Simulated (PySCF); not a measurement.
**Computed properties of SiClF2I, SMILES [Si](F)(I)(F)Cl**

SiClF2I, SMILES F[Si](F)(Cl)I. Geometry: B3LYP-D3(BJ)/def2-SVP. The def2 effective core potentials stand for the cores of I; spin–orbit coupling is left out. Other conformers were not sampled. All values are computed for the isolated molecule unless a solvent is named; none is compared with measurement here.

**Structure.** The optimised structure has Cs symmetry. All 9 harmonic modes at B3LYP-D3(BJ)/def2-SVP (PySCF) are real, so it is a minimum. With heavy atoms numbered as in [F:1][Si:2]([F:3])([Cl:4])[I:5], the shortest bond between them is F1–Si2 at 1.605 Å and the longest Si2–I5 at 2.416 Å.

**Vibrations.** The strongest infrared lines (harmonic, unscaled, degenerate partners summed) lie at 600 cm⁻¹ (266 km/mol, Si 65 %, Cl 30 %), 894 cm⁻¹ (175 km/mol, F 60 %, Si 40 %), 978 cm⁻¹ (127 km/mol, F 52 %, Si 48 %). The softest mode is at 127 cm⁻¹ and the zero-point energy is 5.6 kcal/mol.

**Electronic structure.** CAM-B3LYP/def2-TZVP (PySCF) places the frontier levels at -9.74 and -0.26 eV, a gap of 9.48 eV, and gives a dipole moment of 1.24 D and a mean polarisability of 61.9 bohr³.

**Excitations.** TDA-M06-2X/def2-SVPD (PySCF) has S1 at 5.72 eV (217 nm, f = 0.014, weak); the most intense of the 10 singlets computed lies at 7.79 eV (f = 0.09). T1 (TDA) is at 5.24 eV, 0.48 eV under S1. No vertical singlet excitation falls in the visible range (under 3.1 eV).
